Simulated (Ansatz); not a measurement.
Ansatz results at the PBE0-D4/def2-TZVP geometry: HOMO–LUMO gap (PBE0/def2-TZVPP) 7.50 eV; LUMO energy (B3LYP/def2-TZVPP) -0.13 eV; HOMO energy (B3LYP/def2-TZVPP) -7.12 eV.

Each molecule was computed in one conformer, which needn't be the lowest.

(1) Which molecule gave them?
A. `CCOC(=O)C(=O)OCC`
B. `C/C=N/O`
C. `C=NCO`
D. `CC1CCCC1`

## Answers

(1) B. The others give `C=NCO`: 7.10, -0.93, -7.53; `CC1CCCC1`: 9.79, 0.81, -8.48; `CCOC(=O)C(=O)OCC`: 6.60, -1.47, -7.57.

B3LYP here is the variant with VWN-RPA as its local correlation; programs differ in this.
